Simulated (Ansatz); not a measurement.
Species: CH7BSi, SMILES `BC[SiH3]` (charge 0, multiplicity 1).

Question: Give a relaxed geometry from PBE0-D3(BJ)/def2-TZVP (Ansatz, a program for electronic structure).

Answer: This is not unique; one that fits is the end point of this relaxation, one of several conformers (outside a Z-matrix the atoms follow the SMILES, hydrogens last).
Z-matrix (Å, degrees):
```
C
H 1 1.0942
H 1 1.0942 2 110.54
B 1 1.5322 2 114.97 3 -132.13
H 4 1.1981 1 120.62 2 -26.98
H 4 1.1981 5 118.69 1 176.01
Si 1 1.8958 2 104.29 3 111.51
H 7 1.4856 1 110.91 2 61.21
H 7 1.4857 8 108.75 1 -122.22
H 7 1.4860 8 108.79 9 -118.33
```
